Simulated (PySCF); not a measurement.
PySCF job for SiBrF2, SMILES [Si](F)(F)Br, multiplicity 2, TDA-PBE/def2-SVPD. The structure is a stationary point at PBE0-D3(BJ)/def2-SVP.

```python
import numpy as np
from pyscf import gto, scf, dft, tdscf

mol = gto.M(
    atom='''
    Si   -0.94374987   -0.42698082    0.00000000
    Br    1.21835650    0.04137586    0.00000000
    F    -1.63499886    0.25164314    1.29013743
    F    -1.63499885    0.25164314   -1.29013744
    ''',
    basis='def2-SVPD',
    charge=0,
    spin=1,
    max_memory=1600,
    verbose=4,
)
mf = dft.UKS(mol, xc='pbe').density_fit(auxbasis='def2-universal-jkfit')
mf.grids.level = 3
mf.conv_tol = 1e-9
mf.max_cycle = 100
mf.kernel()
fine, coarse = mf.grids, dft.Grids(mol).set(level=1).build(with_non0tab=True)
for _ in range(3):  # follow internal instabilities
    mf.grids = coarse
    mo, _, stable, _ = mf.stability(return_status=True, nroots=4)
    mf.grids = fine
    if stable:
        break
    mf.kernel(mf.make_rdm1(mo, mf.mo_occ))
mf.grids = dft.Grids(mol).set(level=1).build(with_non0tab=True)  # coarser grid for the response kernel
td = tdscf.TDA(mf)
td.nstates = 10
td.conv_tol = 1e-4
td.positive_eig_threshold = 1e-6
td.kernel(x0=td.get_init_guess(mf, 15))
td.analyze()
```

Log of the run:

```
PySCF version 2.14.0

[INPUT] verbose = 4
[INPUT] num. atoms = 4
[INPUT] num. electrons = 67
[INPUT] charge = 0
[INPUT] spin (= nelec alpha-beta = 2S) = 1
[INPUT] symmetry False subgroup None
[INPUT] Mole.unit = angstrom
[INPUT] Symbol           X                Y                Z      unit          X                Y                Z       unit  Magmom
[INPUT]  1 Si    -0.943749870000  -0.426980820000   0.000000000000 AA   -1.783428784394  -0.806876810242   0.000000000000 Bohr   0.0
[INPUT]  2 Br     1.218356500000   0.041375860000   0.000000000000 AA    2.302360107084   0.078189043568   0.000000000000 Bohr   0.0
[INPUT]  3 F     -1.634998860000   0.251643140000   1.290137430000 AA   -3.089700059376   0.475536615726   2.438006405750 Bohr   0.0
[INPUT]  4 F     -1.634998850000   0.251643140000  -1.290137440000 AA   -3.089700040479   0.475536615726  -2.438006424647 Bohr   0.0

nuclear repulsion = 322.701079223127
number of shells = 43
number of NR pGTOs = 191
number of NR cGTOs = 111
basis = def2-SVPD
ecp = {}


[settings echo left out]
init E= -3061.43597620876
  alpha nocc = 34  HOMO = -0.194827504668375  LUMO = -0.0246139499131322
  beta  nocc = 33  HOMO = -0.314553426533497  LUMO = -0.194827504668375

WARN: HOMO -0.194827504668375 >= LUMO -0.194827504668375

cycle= 1 E= -3062.09863961841  delta_E= -0.663  |g|= 0.505  |ddm|= 1.97
  alpha nocc = 34  HOMO = -0.232213430312208  LUMO = -0.0224057961078019
  beta  nocc = 33  HOMO = -0.259743430600798  LUMO = -0.186188398913211
  HOMO = -0.232213430312  LUMO = -0.186188398913  gap/eV = 1.25240
cycle= 2 E= -3061.63851814967  delta_E= 0.46  |g|= 1.26  |ddm|= 1.42
  alpha nocc = 34  HOMO = -0.236640676103653  LUMO = -0.0204491084213454
  beta  nocc = 33  HOMO = -0.28646102817974  LUMO = -0.180877612404859
  HOMO = -0.236640676104  LUMO = -0.180877612405  gap/eV = 1.51739
cycle= 3 E= -3062.18973718028  delta_E= -0.551  |g|= 0.0661  |ddm|= 0.952
  alpha nocc = 34  HOMO = -0.230911500670727  LUMO = -0.018154401424018
  beta  nocc = 33  HOMO = -0.304646531856558  LUMO = -0.170780964489123
  HOMO = -0.230911500671  LUMO = -0.170780964489  gap/eV = 1.63624
cycle= 4 E= -3062.19073900022  delta_E= -0.001  |g|= 0.0522  |ddm|= 0.195
  alpha nocc = 34  HOMO = -0.235130179728105  LUMO = -0.0183124306818283
  beta  nocc = 33  HOMO = -0.296984738786768  LUMO = -0.173555000149627
  HOMO = -0.235130179728  LUMO = -0.17355500015  gap/eV = 1.67555
cycle= 5 E= -3062.19251545364  delta_E= -0.00178  |g|= 0.0118  |ddm|= 0.0872
  alpha nocc = 34  HOMO = -0.235116388491565  LUMO = -0.0180421432940001
  beta  nocc = 33  HOMO = -0.296812161961037  LUMO = -0.172301573785895
  HOMO = -0.235116388492  LUMO = -0.172301573786  gap/eV = 1.70928
cycle= 6 E= -3062.19255821469  delta_E= -4.28e-05  |g|= 0.00163  |ddm|= 0.013
  alpha nocc = 34  HOMO = -0.235175128678759  LUMO = -0.0180908970101541
  beta  nocc = 33  HOMO = -0.296782770430129  LUMO = -0.172095856121453
  HOMO = -0.235175128679  LUMO = -0.172095856121  gap/eV = 1.71647
cycle= 7 E= -3062.19255965611  delta_E= -1.44e-06  |g|= 0.000619  |ddm|= 0.00279
  alpha nocc = 34  HOMO = -0.235150165851981  LUMO = -0.0180514739996678
  beta  nocc = 33  HOMO = -0.296692610014043  LUMO = -0.171981683598169
  HOMO = -0.235150165852  LUMO = -0.171981683598  gap/eV = 1.71890
cycle= 8 E= -3062.19255988503  delta_E= -2.29e-07  |g|= 0.000156  |ddm|= 0.00105
  alpha nocc = 34  HOMO = -0.235184643595264  LUMO = -0.018055806531474
  beta  nocc = 33  HOMO = -0.296708043896722  LUMO = -0.171993792788165
  HOMO = -0.235184643595  LUMO = -0.171993792788  gap/eV = 1.71951
cycle= 9 E= -3062.192559898  delta_E= -1.3e-08  |g|= 3.36e-05  |ddm|= 0.000262
  alpha nocc = 34  HOMO = -0.235180933803385  LUMO = -0.0180543166546094
  beta  nocc = 33  HOMO = -0.296705122388867  LUMO = -0.171988679532574
  HOMO = -0.235180933803  LUMO = -0.171988679533  gap/eV = 1.71955
cycle= 10 E= -3062.19255989844  delta_E= -4.32e-10  |g|= 4.97e-06  |ddm|= 4.73e-05
  alpha nocc = 34  HOMO = -0.235181598394419  LUMO = -0.0180551395800514
  beta  nocc = 33  HOMO = -0.296705223891099  LUMO = -0.171989179824894
  HOMO = -0.235181598394  LUMO = -0.171989179825  gap/eV = 1.71955
Extra cycle  E= -3062.19255989846  delta_E= -2.82e-11  |g|= 7.88e-06  |ddm|= 1.2e-05
converged SCF energy = -3062.19255989846  <S^2> = 0.75167003  2S+1 = 2.0016693
tot grids = 24344
uhf_internal: lowest eigs of H = [0.93936539 0.94173203 0.94284544 0.94646586]
<class 'pyscf.df.df_jk.DFUKS'> wavefunction is stable in the internal stability analysis
tot grids = 24344
Overwritten attributes  positive_eig_threshold  of <class 'pyscf.tdscf.uks.TDA'>


******** <class 'pyscf.tdscf.uks.TDA'> for <class 'pyscf.df.df_jk.DFUKS'> ********
nstates = 10
deg_eia_thresh = 1.000e-03
wfnsym = None
conv_tol = 0.0001
eigh lindep = 1e-12
eigh level_shift = 0
eigh max_cycle = 100


Excitation energies (eV)
[3.38862484 3.54289046 5.49089163 5.62924881 5.8431073  5.9158504
 6.01453696 6.22513854 6.67953412 6.91869277]

** Excitation energies and oscillator strengths **
Excited State   1:      3.38862 eV    365.88 nm  f=0.0011
      33b ->   34b     -0.99858
Excited State   2:      3.54289 eV    349.95 nm  f=0.0082
      32b ->   34b     -0.99368
Excited State   3:      5.49089 eV    225.80 nm  f=0.0058
      34a ->   36a      0.64507
      34a ->   37a      0.14387
      31b ->   34b     -0.74200
Excited State   4:      5.62925 eV    220.25 nm  f=0.0348
      34a ->   35a      0.95888
      29b ->   34b      0.12855
      30b ->   34b      0.22345
Excited State   5:      5.84311 eV    212.19 nm  f=0.0039
      34a ->   35a      0.22318
      30b ->   34b     -0.97345
Excited State   6:      5.91585 eV    209.58 nm  f=0.0424
      34a ->   36a      0.36865
      34a ->   37a      0.78204
      31b ->   34b      0.45992
Excited State   7:      6.01454 eV    206.14 nm  f=0.2390
      33a ->   35a      0.14553
      34a ->   36a      0.63558
      34a ->   37a     -0.59173
      31b ->   34b      0.41607
Excited State   8:      6.22514 eV    199.17 nm  f=0.0090
      34a ->   35a     -0.11761
      29b ->   34b      0.98394
Excited State   9:      6.67953 eV    185.62 nm  f=0.0092
      34a ->   38a     -0.98504
      28b ->   34b     -0.13061
Excited State  10:      6.91869 eV    179.20 nm  f=0.0178
      34a ->   38a      0.13047
      28b ->   34b     -0.96142

** Transition electric dipole moments (AU) **
state          X           Y           Z        Dip. S.      Osc.
  1         0.0000      0.0000     -0.1160      0.0135      0.0011
  2        -0.2316     -0.2009      0.0000      0.0940      0.0082
  3         0.1790      0.1063      0.0000      0.0433      0.0058
  4         0.0000     -0.0000      0.5020      0.2520      0.0348
  5         0.0000      0.0000      0.1650      0.0272      0.0039
  6         0.3665      0.3979     -0.0000      0.2926      0.0424
  7         1.2265      0.3433      0.0000      1.6222      0.2390
  8         0.0000      0.0000     -0.2432      0.0591      0.0090
  9        -0.1431      0.1883      0.0000      0.0559      0.0092
 10        -0.0349      0.3220     -0.0000      0.1049      0.0178

** Transition velocity dipole moments (imaginary part, AU) **
state          X           Y           Z        Dip. S.      Osc.
  1        -0.0000      0.0000     -0.0158      0.0002      0.0013
  2         0.0121     -0.0111     -0.0000      0.0003      0.0014
  3         0.0314      0.0423      0.0000      0.0028      0.0092
  4        -0.0000     -0.0000      0.0618      0.0038      0.0123
  5         0.0000      0.0000      0.0314      0.0010      0.0031
  6         0.0350      0.0546     -0.0000      0.0042      0.0129
  7         0.1672      0.0489     -0.0000      0.0304      0.0915
  8         0.0000      0.0000     -0.0146      0.0002      0.0006
  9        -0.0202      0.0602      0.0000      0.0040      0.0109
 10         0.0047      0.0306      0.0000      0.0010      0.0025

** Transition magnetic dipole moments (imaginary part, AU) **
state          X           Y           Z
  1        -0.1191      0.0387      0.0000
  2        -0.0000     -0.0000     -0.0714
  3         0.0000     -0.0000      0.0755
  4         0.8954     -0.6160     -0.0000
  5         0.2556     -0.2381     -0.0000
  6        -0.0000      0.0000      0.2313
  7        -0.0000      0.0000     -1.1420
  8        -0.2666      0.1754     -0.0000
  9         0.0000     -0.0000      0.7191
 10        -0.0000     -0.0000      0.1896
```

The run converged.

Cost: around 70 core-seconds (rough).
